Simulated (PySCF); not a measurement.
Species: C₄H₁₀OSi.
Structure used (PBE0-D3(BJ)/def2-SVP), in Å, numbered top down from 1:
```xyz
16
C4H10OSi angstrom
C      3.0855    0.0376    0.5335
C      1.7919    0.0075    0.8561
O      0.8154    0.4691    0.0504
Si    -0.8330    0.1285    0.1987
C     -1.1904   -1.5616   -0.5126
C     -1.7209    1.4879   -0.7125
H      3.4155    0.4344   -0.4290
H      3.8302   -0.3285    1.2408
H      1.4603   -0.3879    1.8285
H     -1.1610    0.1434    1.6618
H     -2.2596   -1.8100   -0.4178
H     -0.9216   -1.5992   -1.5799
H     -0.6141   -2.3400    0.0111
H     -2.8122    1.3583   -0.6428
H     -1.4423    1.4833   -1.7777
H     -1.4624    2.4728   -0.2955
```

Computed with PySCF at B3LYP/def2-SVPD, non-relativistic, on one gas-phase PBE0-D3(BJ)/def2-SVP geometry that isn't relaxed in the solvent. The solvent is an IEF-PCM continuum (cavity from Bondi-type radii × 1.2), and excitations are vertical TDDFT with non-equilibrium linear response and a frozen core. Only the electrostatic response of the medium enters.

Gas-phase singlets (H = HOMO, L = LUMO):

```
state  E (eV)  λ (nm)      f  leading configurations
   S1   6.044     205  0.005      H→L 75%, H→L+2 21%
   S2   6.228     199  0.006      H→L+2 68%, H→L 24%
   S3   6.542     190  0.027    H→L+3 68%, H→L+1 26%
   S4   6.734     184  0.372    H→L+1 62%, H→L+3 20%
   S5   6.854     181  0.031    H→L+5 62%, H→L+4 33%
```

Q: What are the lowest 5 singlets in acetone (ε = 20.49)?

A: 
```csv
state,E (eV),λ (nm),f,leading configurations,change by rank (eV)
S1,6.253,198,0.016,"H→L+1 71%, H→L+2 26%",+0.209
S2,6.559,189,0.307,"H→L 63%, H→L+2 26%",+0.331
S3,6.611,188,0.160,"H→L+2 45%, H→L 30%",+0.069
S4,6.867,181,0.027,H→L+3 95%,+0.133
S5,7.003,177,0.023,"H→L+4 85%, H→L+5 12%",+0.149
```

Q: The ground-state energy changes by -0.131 eV from gas to acetone. By how much does the total energy of gas-phase S1 change?

A: E(S1) = E(S0) + excitation energy, so it changes by -0.131 + 0.209 = +0.078 eV: it isn't lowered at all, while the ground state is. This is the vertical state, with the slow part of the continuum still set for S0.

Q: How do the frontier levels move from gas to acetone?

A: 
```tsv
orbital	gas (eV)	solvent (eV)	change (eV)	Löwdin shares, gas	Löwdin shares, solvent
LUMO+2	0.72	0.88	+0.16	Si4 16 %, C2 12 %, H10 12 %, H9 11 %	Si4 16 %, C2 12 %, H10 11 %, C6 11 %
LUMO+1	0.40	0.54	+0.14	C2 34 %, C1 30 %, O3 10 %, H7 6 %	Si4 22 %, C5 13 %, C6 12 %, H14 6 %
LUMO	0.33	0.29	-0.04	Si4 21 %, C5 15 %, C6 15 %, H14 9 %	C2 36 %, C1 30 %, O3 11 %, H7 7 %
HOMO	-6.42	-6.56	-0.14	C1 37 %, C2 26 %, O3 23 %	C1 36 %, C2 25 %, O3 24 %
HOMO-1	-8.61	-8.54	+0.07	O3 34 %, H10 19 %, Si4 18 %, C6 10 %	C6 27 %, Si4 20 %, O3 15 %, C5 10 %
HOMO-2	-8.74	-8.57	+0.17	C5 31 %, Si4 20 %, C6 17 %, O3 5 %	C5 24 %, Si4 23 %, H10 17 %, O3 12 %
HOMO-3	-9.28	-9.24	+0.04	O3 23 %, Si4 15 %, C6 15 %, C2 12 %	O3 33 %, C2 14 %, Si4 11 %, C6 10 %
```

The HOMO–LUMO gap goes from 6.75 to 6.86 eV. Rows go by rank; for HOMO-2, HOMO-1, LUMO, LUMO+1 and LUMO+2 the atom shares or the degeneracy differ between the runs, so the row needn't follow one orbital.

On one thread, Arm Neoverse V1 (aarch64), shared host with 32 logical CPUs at a one-minute load of 12, this took 28 s and 0.98 GiB of memory at its peak. This is the whole response run at B3LYP/def2-SVPD in acetone, SCF included.
